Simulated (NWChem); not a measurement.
## Atomisation of H5BFNO2

```xyz
10

B     -0.1580     0.0577     0.1181
F      0.0887     1.4357     0.1284
O      0.0696    -0.5617     1.3724
H      0.4057     0.0847     2.0034
O     -1.3104    -0.3657    -0.5820
H     -2.0054    -0.5815     0.0494
N      1.0792    -0.4935    -0.9447
H      1.0213    -1.5107    -1.0180
H      2.0119    -0.2349    -0.6181
H      0.9302    -0.0932    -1.8736
```
Charge 0, spin multiplicity 1.

Everything below was run with NWChem. All single points use one geometry, from B3LYP/def2-SVP, a minimum by its harmonic frequencies. It is one conformer; others weren't searched.

Basis set: def2-TZVP. The atomisation energy is electronic alone: no zero-point, thermal, spin-orbit or counterpoise terms. No value is extrapolated to the basis-set limit. Free atoms are single determinants with multiplicities B 2, F 2, O 3, H 2, N 4.

B3LYP has NWChem's definition, with VWN1-RPA local correlation. The structure started from a generated list of species. The stability of the SCF solutions was not checked.

Task: One of these methods gave an atomisation energy of 939.5 kcal/mol. Which?
A. PBE
B. B3LYP
C. LDA (SVWN5)
D. M06-2X

Result: B, B3LYP. The others give 963.5 (PBE), 1100.8 (LDA (SVWN5)), 952.9 (M06-2X).
